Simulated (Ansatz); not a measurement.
An input meant for Zr2(Cl)8 (Zr2Cl8) (charge 0, singlet; atoms displaced at random, 0.03 Å in each coordinate).

```yaml
crystal:
  periodic: [false, false, false]
  atoms:
    - {symbol: Zr, position_ang: [-1.020120, -0.513785, -1.308987]}
    - {symbol: Cl, position_ang: [-3.380581, -0.028198, -1.449787]}
    - {symbol: Cl, position_ang: [-0.064458, 0.525995, -3.099845]}
    - {symbol: Cl, position_ang: [-0.952383, -2.723730, -1.893333]}
    - {symbol: Cl, position_ang: [-1.018751, -1.042049, 1.317880]}
    - {symbol: Zr, position_ang: [1.109946, 0.597755, 1.465920]}
    - {symbol: Cl, position_ang: [1.942967, -0.726876, -0.339746]}
    - {symbol: Cl, position_ang: [1.295648, -0.185416, 3.590633]}
    - {symbol: Cl, position_ang: [2.640111, 2.338200, 1.591087]}
    - {symbol: Cl, position_ang: [-0.524535, 1.887533, 0.104893]}
basis:
  gaussian: {orbitals: def2-mTZVPP}
hamiltonian: {xc: {name: PBE0}, dispersion: d2}
output: {forces: true}
```

```sh
$ ansatz run in.yaml --threads 2 --pin off --events-out ev --progress --plain --max-ram 32768MiB --backend cuda --devices 0, --max-vram 18GiB
```

It prints (some lines left out):

```
Error: YAML parse error: error: line 16 column 45: hamiltonian.dispersion: `d2` is not `none`, `rvv10`, `d3bj`, `d3bjatm`, `d4` or a map `{method: …, s8: …, a1: …, a2_bohr: …}` (numbers without units, a2 in bohr) or `{method: …, functional: …}`
14 | basis:
15 |   gaussian: {orbitals: def2-mTZVPP}
16 | hamiltonian: {xc: {name: PBE0}, dispersion: d2}
17 | output: {forces: true}
```

Question: What is wrong with this run?

Answer: The program holds no damping parameters for this pairing of functional and dispersion term, so they'd have to be typed. The program refused the input.
